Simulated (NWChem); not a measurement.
**Correlation energy of H3B**

```
B
H 1 1.2044
H 1 1.2044 2 120.00
H 1 1.2044 2 120.00 3 180.00
```
Charge 0, spin multiplicity 1.

The numbers come from NWChem runs, not from measurements. Structure: optimised with B3LYP/def2-SVP, a minimum by its harmonic frequencies.

Basis set: def2-TZVP. Each correlation energy counts from its own Hartree-Fock reference.

The correlated methods keep 1 core orbital frozen. The structure started from a generated list of species. Coupled-cluster values serve here as a point of comparison, not as the truth.

Task: Order these methods by the correlation energy they give, lowest first: MP2, SCS-MP2, CR-CCSD[T], CCSD.

Result: CR-CCSD[T] (-131.4 mHa), CCSD (-129.3 mHa), SCS-MP2 (-117.7 mHa), MP2 (-106.0 mHa)
